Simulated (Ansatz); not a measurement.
Consider the formal exchange of groups at the Al–Sn bond: `O[SiH2][AlH][SnH3]` + SiH₄ → `O[SiH2][AlH][SiH3]` + `[SnH4]`.

Isolated molecules relaxed with PBE0-D4/def2-TZVP in Ansatz; ΔE leaves out vibrations. CBS: MP2 limit from def2 TZ/QZ plus the TZ coupled-cluster correction, frozen cores. This one scheme is used for every species. Functionals use def2-TZVPP. B3LYP here is the variant with VWN-RPA as its local correlation; programs differ in this. def2 core potentials past Kr. For Sn outer-core shells are correlated without core-valence functions, which leaves a few kJ/mol of doubt a bond. One conformer a species, not always the lowest.

```
             level  ΔE (kJ/mol)  difference from CCSD(T)/CBS
            PBE-D4         36.9                        -10.7
         r2SCAN-D4         39.9                         -7.7
           PBE0-D4         38.1                         -9.5
          B3LYP-D4         43.1                         -4.5
           ωB97X-V         38.1                         -9.5
           ωB97M-V         43.2                         -4.4
            B2PLYP         44.1                         -3.5
               PBE         36.1                        -11.5
            r2SCAN         39.7                         -7.9
              PBE0         37.3                        -10.3
             B3LYP         41.7                         -5.9
     HF/def2-TZVPP         43.1                         -4.5
    MP2/def2-TZVPP         49.0                          1.4
SCS-MP2/def2-TZVPP         46.9                         -0.7
   CCSD/def2-TZVPP         41.0                         -6.6
CCSD(T)/def2-TZVPP         40.8                         -6.8
     HF/def2-QZVPP         43.0                         -4.6
    MP2/def2-QZVPP         52.9                          5.3
SCS-MP2/def2-QZVPP         50.2                          2.6
      HF/CBS(def2)         43.0                         -4.6
     MP2/CBS(def2)         55.8                          8.2
    CCSD/CBS(def2)         47.7                          0.1
       CCSD(T)/CBS         47.6                            0
```

Largest T1 diagnostic among the species: 0.014.

CCSD(T)/CBS has its own doubt, a few kJ/mol and more with outer-core shells, so smaller differences from it don't rank the levels.
